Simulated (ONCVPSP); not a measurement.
# Varying the ONCV potential for technetium (Tc)

Base potential:

| Item | Value |
| --- | --- |
| Element | Tc (Z = 43) |
| Generator | ONCVPSP 4.0.1 |
| Type | optimised norm-conserving Vanderbilt (ONCV) |
| Functional | PBE |
| Relativity | scalar-relativistic |
| Frozen core | [Ar] 3d10 |
| Valence charge | 15 |
| Reference configuration | 4s2 4p6 4d5 5s2 |
| Partial waves | 4s+5s: rc 1.55 bohr, ncon 5, nbas 10, qcut 7.9 1/bohr, 2 projectors; 4p: rc 1.20 bohr, ncon 3, nbas 7, qcut 8.1 1/bohr, 3 projectors, debl 1.2 Ha; 4d: rc 2.45 bohr, ncon 3, nbas 8, qcut 6.7 1/bohr, 1 projector |
| Local potential | polynomial inside 0.90 bohr (lpopt 5, dvloc0 0 Ha) |
| Core correction | Teter function, fcfact 4.75, rcfact 1.7 |

In the p channel the program set the typed energies aside and used -1.666, 0.250, 1.450 Ha.

Cutoffs, loose and tight: the cutoffs (Ha) at which the residual kinetic energy of the hardest occupied pseudo-wave falls to 1 and 0.1 mHa per electron. They do not see the model core or the augmentation charge, which bear on the density cutoff. Test errors are all-electron minus pseudo excitation energies from the reference, over the configurations 4s2 4p6 4d5 5s1; 4s2 4p6 4d5 5s0; 4s2 4p6 4d4 5s0; 4s1 4p6 4d5 5s2. A dash means not determined; rows that change the core or the reference have their own tests.

| change | outcome | cutoff, loose | cutoff, tight | bound ghosts | GHOST(+) flags above zero | largest test error (meV) |
| --- | --- | --- | --- | --- | --- | --- |
| base | generated, projector energies reset by the program | 29 Ha | 67 Ha | none | s | -228 |
| s: qcut 7.3 | generated, projector energies reset by the program | 29 Ha | 67 Ha | none | s | -249 |
| s: qcut 7.7 | generated, projector energies reset by the program | 29 Ha | 67 Ha | none | s | -234 |
| s: qcut 8.7 | generated, projector energies reset by the program | 29 Ha | 67 Ha | none | s | -207 |
| s: qcut 9.4 | failed: ERROR pspot: first pseudo wave function has node, program will stop | – | – | – | – | – |
| s: qcut 10.2 | failed: ERROR pspot: first pseudo wave function has node, program will stop | – | – | – | – | – |
| s: qcut 10.8 | failed: ERROR pspot: first pseudo wave function has node, program will stop | – | – | – | – | – |
| s: qcut 12.1 | failed: ERROR pspot: first pseudo wave function has node, program will stop | – | – | – | – | – |

**Question.** What comes out with this change to the base: s: qcut 6.5?

**Answer.** outcome: generated, projector energies reset by the program; cutoff, loose: 29 Ha; cutoff, tight: 99 Ha; bound ghosts: none; GHOST(+) flags above zero: s; largest test error (meV): -288.

**Question.** What comes out with this change to the base: s: qcut 5.4?

**Answer.** outcome: generated, projector energies reset by the program; cutoff, loose: 68 Ha; cutoff, tight: 121 Ha; bound ghosts: none; GHOST(+) flags above zero: s; largest test error (meV): -365.

**Question.** What comes out with this change to the base: s: qcut 4.9?

**Answer.** outcome: generated, projector energies reset by the program; cutoff, loose: 102 Ha; cutoff, tight: 125 Ha; bound ghosts: none; GHOST(+) flags above zero: s; largest test error (meV): -403.

Reading the sweep of the qcut of the s channel (base included, trends over the rows without a ghost): The loose cutoff falls from 102 Ha at 4.9 to 29 Ha at 8.7 1/bohr. The median size of the test errors (rows with all tests solved) falls from 17.9 meV at 4.9 to 13.1 meV at 8.7 1/bohr. The generation fails at 9.4, 10.2, 10.8, 12.1 1/bohr.
